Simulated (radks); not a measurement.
The numbers below are computed, except where a source is named.
Spin polarisation of the 4f13 shell in Tm+. Start: [Xe] 4f(up 6.5, down 6.5) 6s(up 0.5, down 0.5); electrons of 4f are moved from spin down to spin up, other shells keep equal spins. Code: a radial shooting solver on a logarithmic mesh with Libxc functionals. Model: scalar-relativistic Kohn-Sham, PBEsol, spin-polarised, spherical densities, finite nucleus; Fermi nuclear charge, rms radius of each element as measured or else 0.836 A^(1/3) + 0.57 fm.

| moment (Bohr magnetons) | E - E(0) (eV) | e(4f up) (eV) | e(4f down) (eV) | 6s down minus up (eV) | 5p down minus up (eV) | 5s down minus up (eV) |
|---|---|---|---|---|---|---|
| 0 | 0.000 | -9.808 | -9.808 | 0.000 | 0.000 | 0.000 |
| 0.25 | -0.012 | -9.902 | -9.713 | 0.008 | 0.073 | 0.104 |
| 0.5 | -0.047 | -9.995 | -9.616 | 0.016 | 0.147 | 0.209 |
| 0.75 | -0.107 | -10.086 | -9.518 | 0.024 | 0.220 | 0.313 |
| 1 | -0.190 | -10.176 | -9.419 | 0.032 | 0.294 | 0.417 |

At moment 1 the spin-polarisation energy is -0.190 eV and the 4f exchange splitting 0.758 eV, that is 0.758 eV per Bohr magneton; E = -I m^2/4 would give I = 0.758 eV.
